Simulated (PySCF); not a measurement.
Structure with atom numbers: `[CH3:1][O+:2]([CH3:3])[AlH2-:4][Cl:5]` (H(Xn): hydrogen on atom n).

Geometry: PBE0-D3(BJ)/def2-SVP; GIAO shifts from PySCF 2.14.0 with density-fitted response routines, gas phase, non-relativistic, averaged over equivalent atoms.

At PBE0/6-311+G(2d,p) (199 basis functions, 20 s wall time on 1 thread of an Arm Neoverse V1, shared host):
```csv
atoms,δ (ppm)
C1/C3,61.2
O2,11.4
Al4,80.2
Cl5,-38.0
H(Al4),4.59
H(C1)/H(C3),3.67
```

Scale: TMS for ¹³C (σ = 186.44 ppm) and ¹H (σ = 31.51 ppm); H2O for ¹⁷O (σ = 326.57 ppm); ²⁷Al (σ = 492.48 ppm) against AlH4-; ³⁵Cl (σ = 948.03 ppm) against HCl (reference shieldings calculated alike).

Problem. What do these become at PBE0/IGLO-III?

Solution. 
```tsv
atoms	δ at PBE0/IGLO-III	change
C1/C3	63.4	+2.2
O2	12.5	+1.1
Al4	70.2	-10.0
Cl5	-44.5	-6.5
H(Al4)	4.39	-0.20
H(C1)/H(C3)	3.72	+0.05
```

δ = σ(ref) − σ, references computed at the same level: ¹³C (σ = 183.78 ppm), ¹H (σ = 31.37 ppm) vs TMS; H2O for ¹⁷O (σ = 327.19 ppm); ²⁷Al (σ = 484.90 ppm) against AlH4-; ³⁵Cl (σ = 944.80 ppm) vs HCl.

The largest change is at Al4 (aluminium bonded to Cl, O, 2 H). Cost: 273 basis functions, 30 s wall time on 1 thread of an Arm Neoverse V1, shared host.

Experimental scales use liquid or dissolved standards, which lie at an offset from isolated H2O (liquid H2O: subtract about 36 ppm).
